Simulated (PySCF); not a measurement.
**Br⁺: ionisation energy**

Br⁺ [Ar] 3d10 4s2 4p4 (3P) → Br²⁺ [Ar] 3d10 4s2 4p3 (4S), as a difference of total energies. Computed with PySCF 2.14 in aug-cc-pVTZ-DK (7s6p4d2f, 59 functions), with the spin-free X2C one-electron Hamiltonian (Gaussian nucleus). Correlated levels: valence: [Ar] 3d10 frozen. The calculations carry no spin-orbit coupling.

```csv
method,ionisation energy (eV),error (eV)
UHF,20.239,-1.170
MP2 (valence),20.939,-0.470
SCS-MP2 (valence),21.009,-0.400
CCSD (valence),21.057,-0.352
CCSD(T) (valence),21.084,-0.325
```

Reference: 21.409 eV (measured; NIST levels, between the centres of gravity of the two terms).

Errors of the correlated levels include the incompleteness of this basis and the frozen core.
